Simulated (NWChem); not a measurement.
The numbers come from NWChem runs, not from measurements. System: ClI, charge 0, spin multiplicity 1, at a geometry optimised with B3LYP/def2-SVP with def2 effective core potentials on I. Level: PBE/def2-SVP with def2 effective core potentials on I, spin-restricted.

The NWChem input:

```
start mol
memory heap 200 mb stack 900 mb global 1100 mb
geometry units angstroms nocenter noautoz noautosym
  Cl     0.000000     0.000000     1.807518
  I      0.000000     0.000000    -0.579770
end
basis spherical
  * library def2-svp
end
ecp
  I library def2-ecp
end
dft
  xc xpbe96 cpbe96
  semidirect memsize 60000000 filesize 0
  iterations 100
end
task dft energy
```

Output (cleaned and shortened):

```
             Northwest Computational Chemistry Package (NWChem) 7.3.0
             --------------------------------------------------------

                                NWChem Input Module
                                -------------------

 Scaling coordinates for geometry "geometry" by  1.889725989
 (inverse scale =  0.529177249)

                             Geometry "geometry" -> ""
                             -------------------------

 Output coordinates in angstroms (scale by  1.889725989 to convert to a.u.)

  No.       Tag          Charge          X              Y              Z
 ---- ---------------- ---------- -------------- -------------- --------------
    1 Cl                  17.0000     0.00000000     0.00000000     1.80751800
    2 I                   53.0000     0.00000000     0.00000000    -0.57977000

 Effective nuclear repulsion energy (a.u.)     199.7198081458

            Nuclear Dipole moment (a.u.)
            ----------------------------
        X                 Y               Z
 ---------------- ---------------- ----------------
     0.0000000000     0.0000000000    -0.0000075589


 Summary of "ao basis" -> "" (spherical)
 ------------------------------------------------------------------------------
       Tag                 Description            Shells   Functions and Types
 ---------------- ------------------------------  ------  ---------------------
 *                          def2-svp                  on all atoms

 Summary of "ao basis" -> "ao basis" (spherical)
 ------------------------------------------------------------------------------
       Tag                 Description            Shells   Functions and Types
 ---------------- ------------------------------  ------  ---------------------
 Cl                         def2-svp                 8       18   4s3p1d
 I                          def2-svp                10       26   4s4p2d

 Summary of "ao basis" -> "ao basis" (spherical)
 ------------------------------------------------------------------------------
       Tag                 Description            Shells   Functions and Types
 ---------------- ------------------------------  ------  ---------------------
 Cl                         def2-svp                 8       18   4s3p1d
 I                          def2-svp                10       26   4s4p2d

            General Information
            -------------------
          SCF calculation type: DFT
          Wavefunction type:  closed shell.
          No. of atoms     :     2
          No. of electrons :    42
           Alpha electrons :    21
            Beta electrons :    21
          Charge           :     0
          Spin multiplicity:     1
          Use of symmetry is: off; symmetry adaption is: off
          Maximum number of iterations: 100
          AO basis - number of functions:    44
                     number of shells:    18
          Convergence on energy requested:  1.00D-06
          Convergence on density requested:  1.00D-05
          Convergence on gradient requested:  5.00D-04

              XC Information
              --------------
          PerdewBurkeErnzerhof Exchange Functional  1.000
            Perdew 1991 LDA Correlation Functional  1.000 local
           PerdewBurkeErnz. Correlation Functional  1.000 non-local

             Grid Information
             ----------------
          Grid used for XC integration:  medium
          Radial quadrature: Mura-Knowles
          Angular quadrature: Lebedev.
          Tag              B.-S. Rad. Rad. Pts. Rad. Cut. Ang. Pts.
          ---              ---------- --------- --------- ---------
          Cl                  1.00       88           8.0       590
          I                   1.40      123           8.0       590
          Grid pruning is: on
          Number of quadrature shells:   211
          Spatial weights used:  Erf1

          Convergence Information
          -----------------------
          Convergence aids based upon iterative change in
          total energy or number of iterations.
          Levelshifting, if invoked, occurs when the
          HOMO/LUMO gap drops below (HL_TOL):  1.00D-02
          DIIS, if invoked, will attempt to extrapolate
          using up to (NFOCK): 10 stored Fock matrices.

                    Damping( 0%)  Levelshifting(0.5)       DIIS
                  --------------- ------------------- ---------------
          dE  on:    start            ASAP                start
          dE off:    2 iters        100 iters           100 iters

      Screening Tolerance Information
      -------------------------------
          Density screening/tol_rho:  1.00D-10
          AO Gaussian exp screening on grid/accAOfunc:  14
          CD Gaussian exp screening on grid/accCDfunc:  20
          XC Gaussian exp screening on grid/accXCfunc:  20
          Schwarz screening/accCoul:  1.00D-08

      Superposition of Atomic Density Guess
      -------------------------------------

 Sum of atomic energies:        -806.45063907

      Non-variational initial energy
      ------------------------------

 Total energy =    -755.981424
 1-e energy   =   -1340.575290
 2-e energy   =     490.386409
 HOMO         =      -0.312594
 LUMO         =      -0.139308

------------------------------------------------------------
EAF file 0: "./mol.aoints.0" size=524288 bytes
------------------------------------------------------------
               write      read    awrite     aread      wait
               -----      ----    ------     -----      ----
     calls:        1         0         0         0         0
   data(b): 5.24e+05  0.00e+00  0.00e+00  0.00e+00
   time(s): 0.00e+00  0.00e+00  0.00e+00  0.00e+00  0.00e+00
rate(mb/s): 0.00e+00  0.00e+00
------------------------------------------------------------

   convergence    iter        energy       DeltaE   RMS-Dens  Diis-err    time
 ---------------- ----- ----------------- --------- --------- ---------  ------
 d= 0,ls=0.0,diis     1   -757.5181954587 -8.52D+02  2.14D-02  2.55D-01     1.3
 d= 0,ls=0.0,diis     2   -757.5190360586 -8.41D-04  1.35D-02  1.44D-01     1.5
 d= 0,ls=0.0,diis     3   -757.5327080293 -1.37D-02  6.79D-03  6.14D-02     1.8
 d= 0,ls=0.0,diis     4   -757.5416489899 -8.94D-03  2.16D-03  9.38D-03     2.0
 d= 0,ls=0.0,diis     5   -757.5432229971 -1.57D-03  3.18D-04  1.16D-04     2.2
  Resetting Diis
 d= 0,ls=0.0,diis     6   -757.5432472232 -2.42D-05  4.93D-05  4.44D-06     2.4
 d= 0,ls=0.0,diis     7   -757.5432479121 -6.89D-07  1.98D-05  7.16D-08     2.6
 d= 0,ls=0.0,diis     8   -757.5432478580  5.41D-08  1.33D-05  3.76D-07     2.8
 d= 0,ls=0.0,diis     9   -757.5432479265 -6.84D-08  9.90D-07  1.22D-09     3.0

         Total DFT energy =     -757.543247926487
      One electron energy =    -1340.527166301497
           Coulomb energy =      539.029292459898
    Exchange-Corr. energy =      -50.252830757427
 Nuclear repulsion energy =       94.207456672539

 Numeric. integr. density =       42.000000472395

     Total iterative time =      2.5s

                       DFT Final Molecular Orbital Analysis
                       ------------------------------------

 Vector   19  Occ=2.000000D+00  E=-3.121636D-01
              MO Center= -3.8D-11,  4.5D-11,  1.1D+00, r^2= 2.4D+00
   Bfn.  Coefficient  Atom+Function         Bfn.  Coefficient  Atom+Function
  ----- ------------  ---------------      ----- ------------  ---------------
    11      0.369930  1 Cl px                12     -0.361692  1 Cl py
     8      0.278782  1 Cl px                 9     -0.272574  1 Cl py
    29      0.234181  2 I  px                30     -0.228966  2 I  py
    32      0.201327  2 I  px                33     -0.196843  2 I  py
     5      0.163046  1 Cl px                 6     -0.159415  1 Cl py

 Vector   20  Occ=2.000000D+00  E=-2.394827D-01
              MO Center= -7.5D-10, -7.6D-10,  1.3D-01, r^2= 3.0D+00
   Bfn.  Coefficient  Atom+Function         Bfn.  Coefficient  Atom+Function
  ----- ------------  ---------------      ----- ------------  ---------------
    30      0.391727  2 I  py                29      0.382479  2 I  px
    33      0.329313  2 I  py                32      0.321538  2 I  px
    12     -0.290613  1 Cl py                11     -0.283752  1 Cl px
     9     -0.208545  1 Cl py                 8     -0.203621  1 Cl px
    27     -0.155198  2 I  py                26     -0.151534  2 I  px

 Vector   21  Occ=2.000000D+00  E=-2.394827D-01
              MO Center= -3.7D-10,  2.6D-10,  1.3D-01, r^2= 3.0D+00
   Bfn.  Coefficient  Atom+Function         Bfn.  Coefficient  Atom+Function
  ----- ------------  ---------------      ----- ------------  ---------------
    29      0.391727  2 I  px                30     -0.382479  2 I  py
    32      0.329313  2 I  px                33     -0.321538  2 I  py
    11     -0.290613  1 Cl px                12      0.283752  1 Cl py
     8     -0.208545  1 Cl px                 9      0.203621  1 Cl py
    26     -0.155198  2 I  px                27      0.151534  2 I  py

 Vector   22  Occ=0.000000D+00  E=-1.696123D-01
              MO Center=  8.8D-11,  5.6D-11,  2.1D-01, r^2= 3.3D+00
   Bfn.  Coefficient  Atom+Function         Bfn.  Coefficient  Atom+Function
  ----- ------------  ---------------      ----- ------------  ---------------
    34      0.579301  2 I  pz                13      0.564390  1 Cl pz
    31      0.536044  2 I  pz                10      0.344429  1 Cl pz
    21      0.247249  2 I  s                 28     -0.207728  2 I  pz
     4     -0.200715  1 Cl s                  7      0.196501  1 Cl pz
    25     -0.166758  2 I  pz                 3     -0.151985  1 Cl s

 Vector   23  Occ=0.000000D+00  E= 2.104322D-01
              MO Center=  1.4D-08,  8.7D-09, -4.8D-01, r^2= 3.2D+00
   Bfn.  Coefficient  Atom+Function         Bfn.  Coefficient  Atom+Function
  ----- ------------  ---------------      ----- ------------  ---------------
    21      2.260520  2 I  s                 22     -2.090155  2 I  s
    20     -0.400769  2 I  s                 19     -0.316587  2 I  s
    42      0.284895  2 I  d  0               3      0.234348  1 Cl s
    34     -0.160216  2 I  pz                13     -0.148785  1 Cl pz
    37     -0.129389  2 I  d  0               2     -0.086649  1 Cl s

 Vector   24  Occ=0.000000D+00  E= 2.763350D-01
              MO Center=  1.2D-09,  8.2D-10, -8.1D-01, r^2= 3.4D+00
   Bfn.  Coefficient  Atom+Function         Bfn.  Coefficient  Atom+Function
  ----- ------------  ---------------      ----- ------------  ---------------
    34     -1.177823  2 I  pz                31      1.152029  2 I  pz
    42      0.469705  2 I  d  0              21     -0.398693  2 I  s
     4      0.379988  1 Cl s                 22      0.248715  2 I  s
    16      0.235853  1 Cl d  0              28     -0.233641  2 I  pz
    37     -0.203184  2 I  d  0              25     -0.192558  2 I  pz

 center of mass
 --------------
 x =   0.00000000 y =   0.00000000 z =  -0.12101936

 moments of inertia (a.u.)
 ------------------
         557.939730452018           0.000000000000           0.000000000000
           0.000000000000         557.939730452018           0.000000000000
           0.000000000000           0.000000000000           0.000000000000

     Multipole analysis of the density
     ---------------------------------

     L   x y z        total         alpha         beta         nuclear
     -   - - -        -----         -----         ----         -------
     0   0 0 0      0.000000    -21.000000    -21.000000     42.000000

     1   1 0 0      0.000000      0.000000      0.000000      0.000000
     1   0 1 0      0.000000      0.000000      0.000000      0.000000
     1   0 0 1     -0.517263    -15.597118    -15.597118     30.676973

     2   2 0 0    -29.434234    -14.717117    -14.717117      0.000000
     2   1 1 0      0.000000      0.000000      0.000000      0.000000
     2   1 0 1      0.000000      0.000000      0.000000      0.000000
     2   0 2 0    -29.434234    -14.717117    -14.717117      0.000000
     2   0 1 1      0.000000      0.000000      0.000000      0.000000
     2   0 0 2    -26.484790   -127.417166   -127.417166    228.349543

 Task  times  cpu:        3.0s     wall:        3.0s

 Total times  cpu:        3.0s     wall:        3.0s
```
